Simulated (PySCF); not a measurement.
Vertical excitations of a molecule C₅H₉O, multiplicity 2 from TDA-PBE0/def2-SVPD run with PySCF 2.14.0, as energy in eV (oscillator strength): 2.40 (0.002), 5.17 (0.002), 5.96 (0.050), 6.05 (0.004), 6.17 (0.004), 6.25 (0.009), 6.69 (0.003), 6.84 (0.003), 6.95 (0.001), 6.96 (0.001). The structure is a stationary point at PBE0-D3(BJ)/def2-SVP. One conformer was computed; it need not be the lowest.

Which structure fits?
A. C[CH]CC(C)=O
B. CC(C)C[C]=O
C. CC(C)(C)[C]=O
D. [CH2]CCC(C)=O

B, CC(C)C[C]=O
